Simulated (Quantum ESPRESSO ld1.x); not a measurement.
Values are calculated unless marked as measured or tabulated.
Task: Ionisation of neutral platinum, [Xe] 4f14 5d9 6s1, to Pt+, [Xe] 4f14 5d9, under several functionals. Scalar-relativistic Kohn-Sham, spin-unpolarised, spherical densities, point nucleus; ld1.x of Quantum ESPRESSO 7.5. The NIST Atomic Spectra Database gives 8.959 eV (measured). Rank these functionals by the error of their Delta-SCF ionisation energy: HCTH/120; LDA (Slater exchange, Perdew-Wang correlation); OLYP; exchange-only PBE; Slater X-alpha with alpha = 1; PBEsol.

Result: From best to worst: OLYP 8.843 eV (-0.116); HCTH/120 9.189 eV (+0.230); PBEsol 9.225 eV (+0.267); exchange-only PBE 8.546 eV (-0.413); LDA (Slater exchange, Perdew-Wang correlation) 9.537 eV (+0.578); Slater X-alpha with alpha = 1 10.861 eV (+1.902). Spin polarisation and multiplet splitting are left out, so open shells lie too high by an amount that depends on their filling. Spin-orbit splitting is averaged out at the scalar-relativistic level.

Beside tabulated values, note that spin-unpolarised runs miss the spin-polarisation part of the exchange energy of open shells.
